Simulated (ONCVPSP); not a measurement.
Which change was made? (Au, ONCV)

```
Element                 : Au (Z = 79)
Generator               : ONCVPSP 4.0.1
Type                    : optimised norm-conserving Vanderbilt (ONCV)
Functional              : PW91
Relativity              : scalar-relativistic
Frozen core             : [Kr] 4d10 4f14
Valence charge          : 19
Reference configuration : 5s2 5p6 5d10 6s1
Partial waves           : 5s+6s: rc 1.80 bohr, ncon 3, nbas 7, qcut 7.3 1/bohr, 2 projectors; 5p: rc 1.15 bohr, ncon 4, nbas 7, qcut 6.7 1/bohr, 2 projectors, debl 1.4 Ha; 5d: rc 1.95 bohr, ncon 4, nbas 8, qcut 6.9 1/bohr, 2 projectors, debl 1.4 Ha
Local potential         : polynomial inside 0.85 bohr (lpopt 5, dvloc0 3 Ha)
Core correction         : none
```

In the p channel the program set the typed energies aside and used -2.200, 0.250 Ha.

Cutoffs, loose and tight: the cutoffs (Ha) at which the residual kinetic energy of the hardest occupied pseudo-wave falls to 1 and 0.1 mHa per electron. They do not see the model core or the augmentation charge, which bear on the density cutoff. Test errors are all-electron minus pseudo excitation energies from the reference, over the configurations 5s2 5p6 5d10 6s0; 5s2 5p6 5d9 6s0; 5s2 5p6 5d8 6s0; 5s1 5p6 5d10 6s1; variants that change the core or the reference have their own tests.

The base gives: outcome: generated, projector energies reset by the program; cutoff, loose: 100 Ha; cutoff, tight: 118 Ha; bound ghosts: s; GHOST(+) flags above zero: p, d; largest test error (meV): -699.

(1) After one change the result is: outcome: generated, projector energies reset by the program; cutoff, loose: 102 Ha; cutoff, tight: 119 Ha; bound ghosts: s, d; GHOST(+) flags above zero: p; largest test error (meV): -814. Which change was it?
A. s: qcut 6.1; p: qcut 5.6; d: qcut 5.8
B. s: qcut 6.8; p: qcut 6.3; d: qcut 6.4
C. s: qcut 8.3; p: qcut 7.6; d: qcut 7.8
D. s: qcut 9.3; p: qcut 8.5; d: qcut 8.8

Answers

(1) B. The others give: s: qcut 8.3; p: qcut 7.6; d: qcut 7.8 → outcome: generated, projector energies reset by the program; cutoff, loose: 92 Ha; cutoff, tight: 113 Ha; bound ghosts: s; GHOST(+) flags above zero: none; largest test error (meV): -498 | s: qcut 9.3; p: qcut 8.5; d: qcut 8.8 → outcome: generated, projector energies reset by the program; cutoff, loose: 52 Ha; cutoff, tight: 105 Ha; bound ghosts: s; GHOST(+) flags above zero: none; largest test error (meV): -365 | s: qcut 6.1; p: qcut 5.6; d: qcut 5.8 → outcome: generated, projector energies reset by the program; cutoff, loose: 105 Ha; cutoff, tight: 122 Ha; bound ghosts: s; GHOST(+) flags above zero: p, d; largest test error (meV): -887.
